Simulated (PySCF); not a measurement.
**Correlation energy of Ta (tantalum, neutral)**

[Xe] 4f14 5d3 6s2, high-spin 4F determinant. Computed with PySCF 2.14 in aug-cc-pVDZ-PP with ECP60MDF, with a scalar-relativistic core potential. Frozen: 5s2 5p6; 5 electrons correlated.

```csv
level,correlation energy (mhartree)
CCSD,-77.33
(T),-3.81
CCSD(T),-81.14
```

Diagnostics: T1 = 0.026, D1 = 0.0717, largest double amplitude 0.053.

Spin-orbit coupling, absent here, splits the open shell strongly.

Cost of the coupled-cluster step: of the order of 1.2 core-seconds, for 5 correlated electrons.

Iterations:

```
CC2 = 0
CCSD nocc = (np.int64(4), np.int64(1)), nmo = (50, 50)
frozen orbitals [[0, 1, 2, 3], [0, 1, 2, 3]]
max_cycle = 100
direct = 0
conv_tol = 1e-08
conv_tol_normt = 1e-06
diis_space = 8
diis_start_cycle = 0
Init t2, MP2 energy = -0.061943355835212
Init E_corr(UCCSD) = -0.0619433558502568
cycle = 1  E_corr(UCCSD) = -0.0714250344529763  dE = -0.0094816786  norm(t1,t2) = 0.0682918
cycle = 2  E_corr(UCCSD) = -0.0743212447296087  dE = -0.00289621028  norm(t1,t2) = 0.0337191
cycle = 3  E_corr(UCCSD) = -0.0770061601016  dE = -0.00268491537  norm(t1,t2) = 0.019096
cycle = 4  E_corr(UCCSD) = -0.0771329528887964  dE = -0.000126792787  norm(t1,t2) = 0.00612844
cycle = 5  E_corr(UCCSD) = -0.0773649739493637  dE = -0.000232021061  norm(t1,t2) = 0.0028233
cycle = 6  E_corr(UCCSD) = -0.0773034868211349  dE = 6.14871282e-05  norm(t1,t2) = 0.000913975
cycle = 7  E_corr(UCCSD) = -0.0773220501293484  dE = -1.85633082e-05  norm(t1,t2) = 0.000356657
cycle = 8  E_corr(UCCSD) = -0.0773282819134331  dE = -6.23178408e-06  norm(t1,t2) = 0.000112639
cycle = 9  E_corr(UCCSD) = -0.0773251937072453  dE = 3.08820619e-06  norm(t1,t2) = 4.22288e-05
cycle = 10  E_corr(UCCSD) = -0.077325983412518  dE = -7.89705273e-07  norm(t1,t2) = 1.77093e-05
cycle = 11  E_corr(UCCSD) = -0.077326014397469  dE = -3.0984951e-08  norm(t1,t2) = 7.21636e-06
cycle = 12  E_corr(UCCSD) = -0.0773259184762167  dE = 9.59212523e-08  norm(t1,t2) = 2.55619e-06
cycle = 13  E_corr(UCCSD) = -0.077325906478593  dE = 1.19976237e-08  norm(t1,t2) = 5.69721e-07
cycle = 14  E_corr(UCCSD) = -0.077325910682576  dE = -4.20398297e-09  norm(t1,t2) = 1.81556e-07
UCCSD converged
E(UCCSD) = -56.81767767714053  E_corr = -0.07732591068257598
UCCSD(T) correction = -0.00380659861714718
```
